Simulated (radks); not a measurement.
Species: W LV. Configuration: [Ar] 3d2. All-electron calculation, non-relativistic Kohn-Sham, LB94 model potential, spin-polarised, spherical densities, point nucleus; open shells are filled with parallel spins first (spin-orbit coupling, left out, can overturn this in heavy ions); relativity is left out, which matters for an element this heavy. Program: a radial shooting solver on a logarithmic mesh with Libxc functionals. Some entries of the table are withheld. Estimate them.

orbital,occ.,eigenvalue (eV),<r> (bohr),r(max) (bohr)
1s down,1,-67634.44,0.02045,0.01358
1s up,1,-67634.02,0.02045,0.01358
2s up,1,-14132.74,0.08566,0.07368
2s down,1,-14131.72,0.08561,0.07367
2p down,3,(1),0.07240,0.05719
2p up,3,(2),0.07243,0.05720
3s up,1,(3),0.2060,0.1953
3s down,1,(4),0.2063,0.1954
3p up,3,-5384.594,0.1949,0.1829
3p down,3,-5370.432,0.1951,0.1830
3d up,2,-5120.536,0.1679,0.1414
3d down,0,-5107.118,0.1679,0.1412

Answer. 
(1) 2p down eigenvalue (eV): -13733.74
(2) 2p up eigenvalue (eV): -13733.41
(3) 3s up eigenvalue (eV): -5547.499
(4) 3s down eigenvalue (eV): -5534.268
